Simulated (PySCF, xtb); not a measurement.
B(Br)(OH)(OMe) (CH₄BBrO₂), SMILES BrB(O)OC. One conformer was computed; it need not be the lowest.

Harmonic wavenumbers (cm⁻¹) from GFN2-xTB run with xtb 6.7.1 at its own minimum, in rising order: 56, 158, 171, 275, 327, 491, 510, 634, 886, 998, 1131, 1133, 1146, 1357, 1422, 1462, 1465, 2983, 2989, 2992, 3630.

**Question.** What does PBE-D3(BJ)/def2-SVP run with PySCF 2.14.0 give at its own minimum? (An estimate is asked for; the answer gives what the named calculation found.)

**Answer.** 25, 130, 203, 293, 330, 501, 548, 643, 911, 1046, 1140, 1152, 1211, 1380, 1423, 1424, 1507, 2964, 3056, 3068, 3763. Paired by order, the mean absolute difference is 35 cm⁻¹ and the zero-point energies are 37.5 and 38.2 kcal/mol.
